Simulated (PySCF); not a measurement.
Species: C2H12Ge2Si.
Numbering: `[CH3:1][Ge@@H:2]([GeH3:3])[CH2:4][SiH3:5]` (hydrogens: H6, H7, H8 on C1; H9 on Ge2; H10, H11, H12 on Ge3; H13, H14 on C4; H15, H16, H17 on Si5)

Theory: PBE0-D3(BJ)/def2-SVP geometry optimisation, gas phase in PySCF 2.14.0.

Entries marked ? are missing. Bonds in one row agree within 0.01 Å.

```tsv
coordinate	value
C1–Ge2	?
Ge2–Ge3	?
Ge2–C4	1.969 Å
C4–Si5	?
C1–H6, C1–H7, C1–H8	1.100 Å
Ge2–H9	1.547 Å
Ge3–H10, Ge3–H11, Ge3–H12	1.542 Å
C4–H13	1.103 Å
C4–H14	1.103 Å
Si5–H15, Si5–H16, Si5–H17	1.496 Å
Ge2–C1–H6	110.7°
Ge2–C1–H7	110.5°
H6–C1–H7	?
H7–C1–H8	?
C1–Ge2–Ge3	?
C1–Ge2–C4	109.9°
C1–Ge2–H9	109.2°
Ge3–Ge2–C4	?
Ge3–Ge2–H9	108.9°
C4–Ge2–H9	108.1°
Ge2–Ge3–H10	110.9°
H10–Ge3–H11	107.8°
Ge2–C4–Si5	115.3°
Ge2–C4–H13	107.7°
Ge2–C4–H14	108.3°
Si5–C4–H13	109.3°
```

Estimate the withheld lengths and angles.

- C1–Ge2 = 1.957 Å, drawn single (ends: sp3 carbon bound to germanium; germanium bonded to 2 C, Ge and H); equal to the sum of covalent radii, 1.96 Å.
- Ge2–Ge3 = 2.426 Å, drawn single (ends: germanium bonded to 2 C, Ge and H; germanium bonded to Ge and 3 H); 0.03 Å above the sum of covalent radii, 2.40 Å.
- C4–Si5 = 1.877 Å, drawn single (sp3 carbon bound to silicon to SiH3 silicon); 0.01 Å above the sum of covalent radii, 1.87 Å.
- H6–C1–H7 = 108.5°, at the sp3 carbon bound to germanium; the outer atoms are 1.785 Å apart.
- H7–C1–H8 = 108.4°, at the sp3 carbon bound to germanium; the outer atoms are 1.785 Å apart.
- C1–Ge2–Ge3 = 110.4°, at the germanium bonded to 2 C, Ge and H; the outer atoms are 3.610 Å apart.
- Ge3–Ge2–C4 = 110.3°, at the germanium bonded to 2 C, Ge and H; the outer atoms are 3.617 Å apart.

Radii are Cordero's, carbon taken as 0.76, 0.73 or 0.69 Å for four, three, and two or fewer neighbours.

Whether it is a minimum is left open (no frequencies). The numbers are those of one conformer (C1–Ge2–C4–Si5 -58°).

Time: 73 s of wall time. Hardware: an Arm Neoverse V1 with one thread, no GPU, shared host. These figures are those of the optimisation.
